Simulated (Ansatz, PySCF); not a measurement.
Barrier from R1 to the saddle point P1, each structure at its B3LYP-D3(BJ)/def2-TZVP stationary point, reached from a drawn start; harmonic modes at that level show the others as minima.
R1, F3Si (SMILES F[Si](F)F) (charge 0, multiplicity 2):
```json
[
 {"atom": "Si", "x (Å)": "0.0000", "y (Å)": "0.0000", "z (Å)": "0.4265"},
 {"atom": "F", "x (Å)": "1.4830", "y (Å)": "0.0000", "z (Å)": "-0.1422"},
 {"atom": "F", "x (Å)": "-0.7415", "y (Å)": "1.2843", "z (Å)": "-0.1422"},
 {"atom": "F", "x (Å)": "-0.7415", "y (Å)": "-1.2843", "z (Å)": "-0.1422"}
]
```
P1, F3Si, a first-order saddle point (one imaginary mode, 700i cm⁻¹) (charge 0, multiplicity 2):
```tsv
atom	x (Å)	y (Å)	z (Å)
Si	0.0000	0.0000	0.0000
F	1.6053	0.0000	0.0000
F	-0.8027	1.3903	0.0000
F	-0.8027	-1.3903	0.0000
```

P less R. No zero-point or thermal terms; open shells are unrestricted. No path was followed down from the saddle.

Cores are frozen in the correlated methods.

Programs: Ansatz (Gaussian basis) for Hartree–Fock, density functionals and correlated methods; PySCF for the D3/D4 terms. No computed number here is a measurement.

**Question.** Estimate the barrier height that B2PLYP-D3(BJ)/def2-TZVPP returns for this input.

**Answer.** 35.5 kcal/mol

**Question.** What is the computed barrier height (r2SCAN-D3(BJ)/def2-TZVPP)?

**Answer.** 35.1 kcal/mol

**Question.** What barrier height does BHLYP-D4/def2-TZVPP give?

**Answer.** 39.9 kcal/mol

Ansatz is a first-principles code.
